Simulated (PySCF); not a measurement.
Computed with core-valence-separated Tamm–Dancoff BHandHLYP/aug-pcX-1 (pcseg-1 on H, def2-SVPD on Cl, def2-SVPD on Si) in PySCF, non-relativistic, gas phase, PBE0-D3(BJ)/def2-SVP geometry. BHandHLYP without relativity tends to put these K edges a few eV too low, so spacings mean more than positions.

Main lines of an unknown, eV (oscillator strength): C K: 285.7 (0.015), 285.9 (0.012), 286.1 (0.011), 286.3 (0.052), 286.5 (0.005); O K: 533.1 (0.009), 533.8 (0.011), 534.0 (0.013), 534.3 (0.013), 534.9 (0.003). Listed: the first five lines at most of each edge with a tenth or more of its strongest line's intensity; roots within 0.03 eV on the same or equivalent atoms are summed. Only the lowest roots were sought, and the top ones are left out.

**Question.** Which candidate gives them?
A. `C=C(C)O[SiH2]CCl`
B. `C1[C@@H](CCl)O[SiH2]C1`
C. `CO[Si@@H](Cl)C1CC1`
D. `C=CC[Si@@H](O)CCl`

**Answer.** C. 

- `CO[Si@@H](Cl)C1CC1`: C K: 285.7 (0.015), 285.9 (0.012), 286.1 (0.011), 286.3 (0.052), 286.5 (0.005); O K: 533.1 (0.009), 533.8 (0.011), 534.0 (0.013), 534.3 (0.013), 534.9 (0.003). First C line listed at 285.7 eV, hole on the sp3 carbon bound to silicon; first O line listed at 533.1 eV, hole on the silyl ether oxygen.
- `C=C(C)O[SiH2]CCl`: C K: 283.1 (0.051), 284.4 (0.063), 284.5 (0.074), 285.4 (0.008), 285.6 (0.008); O K: 533.3 (0.008), 533.5 (0.012), 534.2 (0.012), 535.1 (0.012), 535.1 (0.006). First C line listed at 283.1 eV, hole on the terminal =CH2 carbon (1s→π*); first O line listed at 533.3 eV, hole on the silyl ether oxygen.
- `C=CC[Si@@H](O)CCl`: C K: 282.6 (0.056), 282.8 (0.065), 284.2 (0.063), 285.5 (0.009), 285.6 (0.009); O K: 532.2 (0.014), 533.7 (0.024), 534.1 (0.008), 534.2 (0.010), 534.4 (0.007). First C line listed at 282.6 eV, hole on the terminal =CH2 carbon (1s→π*); first O line listed at 532.2 eV, hole on the silanol oxygen.
- `ClC[C@@H]1CC[SiH2]O1`: C K: 284.9 (0.068), 285.3 (0.009), 285.6 (0.012), 285.8 (0.022), 285.8 (0.021); O K: 532.6 (0.005), 533.8 (0.036), 534.1 (0.011), 534.3 (0.008), 534.6 (0.007). First C line listed at 284.9 eV, hole on the sp3 C–Cl carbon; first O line listed at 532.6 eV, hole on the silyl ether oxygen.

One conformer each; other structures than these candidates weren't tested.

The values belong to the conformer `[CH3:1][O:2][Si@@H:3]([Cl:4])[CH:5]1[CH2:6][CH2:7]1`: C1–O2–Si3–Cl4 54°, O2–Si3–C5–C6 161°.
